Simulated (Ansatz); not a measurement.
HKO, charge -1, doublet, geometry from GFN2-xTB (such geometries of metal compounds can be far from the true shape) (a state made from the parent by changing its charge; the spin is typed, not shown lowest) (a gas-phase anion, which may not be bound at this level). Base run: B3LYP/def2-SV(P) (Ansatz, a quantum-chemistry and plane-wave program).

Here is a job for Ansatz.
Ansatz 0.2 input:
```yaml
crystal:
  periodic: [false, false, false]
  atoms:
    - {symbol: K, position_ang: [-0.00000000, -0.00000000, -1.05363639]}
    - {symbol: O, position_ang: [0.00000000, 0.00000000, 2.11672093]}
    - {symbol: H, position_ang: [0.00000000, 0.00000000, 3.08532400]}
basis:
  gaussian:
    orbitals: def2-SV_P_.json
hamiltonian:
  xc: b3lyp
total_charge: -1
magnetization: {spin_polarized: true, initial_magnetization: 1}
```
The basis file holds def2-SV(P) in the JSON format of the Basis Set Exchange.

Variants of this job, named by their change:

| change | ΔE vs base (eV) |
|---|---|
| base | 0.00 |
| occupation = up:A1:9 B1:2 B2:3 A2:1 down:A1:8 B1:3 B2:3 | 6.63 |
| occupation = up:A1:9 B1:3 B2:3 down:A1:8 B1:3 B2:3 | 0.00 |
| occupation = up:A1:8 B1:4 B2:3 down:A1:8 B1:3 B2:3 | 1.87 |
| symmetry_tolerance_ang = 0.01 | 0.00 |
| occupation = up:A1:10 B1:2 B2:3 down:A1:8 B1:3 B2:3 | 2.83 |
| occupation = up:A1:8 B1:3 B2:3 A2:1 down:A1:8 B1:3 B2:3 | 5.29 |

A gas-phase anion may not be bound at this level; its values then depend on the basis.
